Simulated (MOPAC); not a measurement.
A run for MOPAC: PM6 on PtCl, 2S+1 = 2, a spin state set in the input, which need not be the lowest, a point of a bond scan (R = 2.019 Å).

```
PM6 1SCF PRECISE CHARGE=0 UHF MS=0.5 THREADS=1
ClPt

Pt     0.00000000 1     0.00000000 1     0.00000000 1
Cl     0.00000000 1     0.00000000 1     2.01885000 1
```

It printed:

```
*******************************************************************************
 **                                                                           **
 **                              MOPAC v23.2.5                                **
 **                                                                           **
 *******************************************************************************
 ** MOPAC's Digital Object Identifier: https://doi.org/10.5281/zenodo.6511958 **
 **                                                                           **
 ** Please cite the open-source release paper for use of this MOPAC version:  **
 ** J. E. Moussa and J. J. P. Stewart (2026)                                  **
 ** MOPAC: An open-source semiempirical molecular orbital program             **
 ** J. Open Source Softw., 11(119), 8025, https://doi.org/10.21105/joss.08025 **
 *******************************************************************************

                              PM6 CALCULATION RESULTS

 *******************************************************************************
 *  PM6        - The PM6 Hamiltonian to be used
 *  UHF        - UNRESTRICTED HARTREE-FOCK CALCULATION
 *
 *
 *
 *                 CHARGE ON SYSTEM = 0
 *
 *
 *
 *  MS=        - IN MECI, MAGNETIC COMPONENT OF SPIN =  0.5
 *  PRECISE    - TIGHTER CRITERIA TO BE USED
 *  1SCF       - DO 1 SCF AND THEN STOP
 *  THREADS=1  - MULTI-THREADING NOT USED
 *  T=         - A TIME OF 172800.0 SECONDS REQUESTED
 *  DUMP=N     - RESTART FILE WRITTEN EVERY 7200.0 SECONDS REQUESTED
 *******************************************************************************
PM6 1SCF PRECISE CHARGE=0 UHF MS=0.5 THREADS=1
 ClPt

   ATOM   CHEMICAL          X               Y               Z
  NUMBER   SYMBOL      (ANGSTROMS)     (ANGSTROMS)     (ANGSTROMS)

     1      Pt          0.00000000  *   0.00000000  *   0.00000000  *
     2      Cl          0.00000000  *   0.00000000  *   2.01885000  *



          CARTESIAN COORDINATES

    NO.       ATOM           X           Y           Z

     1        Pt          0.0000      0.0000      0.0000
     2        Cl          0.0000      0.0000      2.0189

 General Reference for PM6:
 "Optimization of Parameters for Semiempirical Methods V: Modification of NDDO Approximations
 and Application to 70 Elements", J. J. P. Stewart, J. Mol. Mod., 13, 1173-1213 (2007)
 URL: https://link.springer.com/article/10.1007/s00894-007-0233-4

           Empirical Formula: Pt Cl  =     2 atoms



      MOLECULAR POINT GROUP   :   C*v


          UHF CALCULATION, NO. OF ALPHA ELECTRONS =    9
                           NO. OF BETA  ELECTRONS =    8

 -------------------------------------------------------------------------------
 PM6 1SCF PRECISE CHARGE=0 UHF MS=0.5 THREADS=1
 ClPt



     1SCF WAS SPECIFIED, SO BFGS WAS NOT USED
     SCF FIELD WAS ACHIEVED


                              PM6 CALCULATION
                                                       MOPAC v23.2.5 Linux




          FINAL HEAT OF FORMATION =         89.28294 KCAL/MOL =     373.55981 KJ/MOL


          COSMO AREA              =         78.14 SQUARE ANGSTROMS
          COSMO VOLUME            =         60.96 CUBIC ANGSTROMS

          IONIZATION POTENTIAL    =          9.911830 EV
          ALPHA SOMO LUMO (EV)    =        -10.329 -2.754
          BETA  SOMO LUMO (EV)    =         -9.912 -3.347
          NO. OF ALPHA ELECTRONS  =          9
          NO. OF BETA  ELECTRONS  =          8
          MOLECULAR WEIGHT        =        230.5430         POINT GROUP:  C*v

          MOLECULAR DIMENSIONS (Angstroms)

            Atom       Atom       Distance
           Cl     2   Pt     1     2.01885
           Cl     2   Pt     1     0.00000
           Pt     1   Cl     2     0.00000


          SCF CALCULATIONS        =          1





   ATOM   CHEMICAL          X               Y               Z
  NUMBER   SYMBOL      (ANGSTROMS)     (ANGSTROMS)     (ANGSTROMS)

     1      Pt          0.00000000  *   0.00000000  *   0.00000000  *
     2      Cl          0.00000000  *   0.00000000  *   2.01885000  *

                             CARTESIAN COORDINATES

   1   Pt        0.000000000     0.000000000     0.000000000
   2   Cl        0.000000000     0.000000000     2.018850000


           Empirical Formula: Pt Cl  =     2 atoms



      MOLECULAR POINT GROUP   :   C*v


          ALPHA EIGENVALUES
 -27.54262 -16.74237 -14.40367 -13.94851 -11.47147 -10.90650 -10.49980 -10.35749
 -10.32868  -2.75449   0.02807   1.33704   1.86450  82.86463  83.18913  83.48562
  84.60169  84.61852


           BETA EIGENVALUES
 -26.35801 -16.44063 -13.80439 -13.24543 -10.97474 -10.21348 -10.18677  -9.91183
  -3.34702  -2.12178   1.35725   1.95930   2.42159  83.02562  83.53784  83.53801
  84.89211  84.89258


              NET ATOMIC CHARGES AND DIPOLE CONTRIBUTIONS

  ATOM NO.   TYPE          CHARGE      No. of ELECS.   s-Pop       p-Pop       d-Pop
    1         Pt          -0.110618       10.1106     1.86326     0.14880     8.09856
    2         Cl           0.110618        6.8894     1.99479     4.88995     0.00464
 DIPOLE           X         Y         Z       TOTAL
 POINT-CHG.     0.000     0.000     1.073     1.073
 HYBRID         0.000     0.000    -1.359     1.359
 SUM            0.000     0.000    -0.287     0.287


          ATOMIC ORBITAL ELECTRON POPULATIONS

     Atom    s        px        py        pz      x^2-y^2     xz        z^2       yz        xy
    1 Pt   1.86326   0.04377   0.05360   0.05144   1.98749   1.98823   0.89447   1.22862   1.99975
    2 Cl   1.99479   1.96610   1.71627   1.20758   0.00025   0.00190   0.00073   0.00152   0.00025


                    (SZ)    =    0.500000
                    (S**2)  =    0.822795


          ATOMIC ORBITAL SPIN POPULATIONS

    Atom   Total    s     px     py     pz   x^2-y^2  xz     z^2    yz     xy
         Atomic
    1 Pt  0.7475  0.087  0.014  0.016 -0.028  0.011 -0.010 -0.085  0.741  0.000
    2 Cl  0.2525  0.000 -0.004  0.242  0.014 -0.000 -0.000 -0.000  0.000 -0.000

 **********************
 *                    *
 * JOB ENDED NORMALLY *
 *                    *
 **********************




 == MOPAC DONE ==
```

The run finished.

Cost: around 0.03 core-seconds (rough).
